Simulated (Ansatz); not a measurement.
```yaml
crystal:
  periodic: [false, false, false]
  atoms:
    - {symbol: Sc, position_ang: [-0.000001, -0.000006, -0.000002]}
    - {symbol: F, position_ang: [-0.017800, -0.009611, 2.082944]}
    - {symbol: F, position_ang: [0.017810, 0.009592, -2.082935]}
    - {symbol: F, position_ang: [2.082919, 0.005228, 0.018125]}
    - {symbol: F, position_ang: [-2.082939, -0.005235, -0.018134]}
    - {symbol: F, position_ang: [-0.005535, 2.083017, 0.009487]}
    - {symbol: F, position_ang: [0.005556, -2.082985, -0.009495]}
basis:
  gaussian: {orbitals: aug-cc-pVDZ}
total_charge: -3
hamiltonian: {xc: {name: wB97X-V}}
```

```sh
$ ansatz run in.yaml --threads 4 --pin off --events-out ev --progress --plain --max-ram 4787MiB
```

Shortened log:

```
Functional definition: wB97X-V
1662 factors; their error is unknown
551 factors; integrals over basis functions are off by at most 2.2e-5 eV
mean field evaluation 1: about -36998.3972 eV, gradient 2.8e1 eV
mean field evaluation 2: about -36999.4204 eV, gradient 2.1e1 eV
mean field evaluation 4: about -37000.0876 eV, gradient 9.3e-1 eV
mean field evaluation 8: about -37000.2146 eV, gradient 2.2e-1 eV
mean field evaluation 16: about -37000.2146 eV, gradient 3.0e-5 eV
mean field -37000.21464517 eV, -1359.7328085637 hartree, gradient 3.0e-5 eV, S^2 0.000000; 0 other end points of the search recorded, 0 dependent functions left out
reference -37000.21463820 eV, -1359.7328083076 hartree; 39, 39 occupied and 158, 158 virtual orbitals, 1662 factors
Total energy: -37000.21463820 eV, -1359.7328083076 hartree
```

It took 9.5 s on 4 threads of Intel Xeon on a shared host, peak host memory 0.79 GiB.

A multiply charged anion in the gas phase is held together partly by the finite basis. Removing one electron lowers the energy by 2.92 eV at PBE0-D4/def2-TZVPD, so it isn't bound.
